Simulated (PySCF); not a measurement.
Geometry:
| atom | x (Å) | y (Å) | z (Å) |
| --- | --- | --- | --- |
| C1 | 2.929 | -0.156 | 0.401 |
| C2 | 1.641 | -0.227 | -0.390 |
| O3 | 1.478 | -0.992 | -1.320 |
| N4 | 0.670 | 0.640 | 0.020 |
| C5 | -0.645 | 0.633 | -0.572 |
| C6 | -1.639 | -0.279 | 0.142 |
| B7 | -3.065 | -0.323 | -0.493 |
| F8 | -3.363 | 0.350 | -1.592 |
| F9 | -4.045 | -1.029 | 0.043 |
| H10 | 3.673 | -0.799 | -0.081 |
| H11 | 3.311 | 0.875 | 0.452 |
| H12 | 2.766 | -0.508 | 1.432 |
| H13 | 0.828 | 1.190 | 0.854 |
| H14 | -1.025 | 1.666 | -0.609 |
| H15 | -0.518 | 0.297 | -1.611 |
| H16 | -1.752 | 0.004 | 1.205 |
| H17 | -1.250 | -1.313 | 0.161 |

Geometry: PBE0-D3(BJ)/def2-SVP; GIAO shifts from PySCF 2.14, gas phase, non-relativistic, averaged over equivalent atoms.

At KT2/pcSseg-1 (193 basis functions, 41 s wall time on 1 thread of an Arm Neoverse V1, shared host):
```
      atoms  δ (ppm)
         C2    156.7
         C5     35.6
         C1     22.1
         C6     17.2
         O3    402.9
         N4    134.2
         B7     25.9
      F8/F9    -88.7
        H13     4.29
    H14/H15     3.29
H10/H11/H12     1.75
    H16/H17     1.07
```

Chemical shifts δ = σref − σ; TMS for $^{13}$C (183.22 ppm) and $^{1}$H (31.18 ppm); $^{17}$O (330.66 ppm) vs H2O; $^{15}$N (264.30 ppm) against NH3; BF3·OEt2 for $^{11}$B (99.90 ppm); $^{19}$F (138.57 ppm) against CFCl3, all at this level.

**Question.** Predict the values at PBE0/pcSseg-1 on the same geometry.

**Answer.** 
```
      atoms  δ at PBE0/pcSseg-1  change
         C2               168.8   +12.1
         C5                34.3    -1.3
         C1                23.4    +1.3
         C6                16.7    -0.5
         O3               433.2   +30.3
         N4               135.1    +0.9
         B7                29.3    +3.4
      F8/F9               -63.1   +25.6
        H13                4.29   +0.00
    H14/H15                3.25   -0.04
H10/H11/H12                1.81   +0.06
    H16/H17                1.07   +0.00
```

Scale: $^{13}$C (σ = 184.41 ppm), $^{1}$H (σ = 31.27 ppm) vs TMS; H2O for $^{17}$O (σ = 334.56 ppm); $^{15}$N (σ = 265.67 ppm) vs NH3; BF3·OEt2 for $^{11}$B (σ = 100.73 ppm); CFCl3 for $^{19}$F (σ = 177.25 ppm) (reference shieldings calculated alike).

The largest change is at O3 (amide-type carbonyl oxygen). Cost: 193 basis functions, 40 s wall time on 1 thread of an Arm Neoverse V1, shared host. The order of the carbon signals is the same at both levels.

A carbon bonded to boron is broadened by the quadrupolar boron nucleus and is often missing from a measured spectrum. The C=O carbon of an acid or of an amide with N–H lies up to 10 ppm further downfield in solution, through hydrogen bonding that the calculation lacks. Unscaled 19F shifts against computed CFCl3 carry errors that often reach 10 to 50 ppm. Unscaled 17O shifts of doubly bonded oxygen tend to come out too high, by tens of ppm or more. Experimental scales use liquid or dissolved standards, which lie at an offset from isolated NH3 (liquid NH3: subtract about 20 ppm) and H2O (liquid H2O: subtract about 36 ppm).
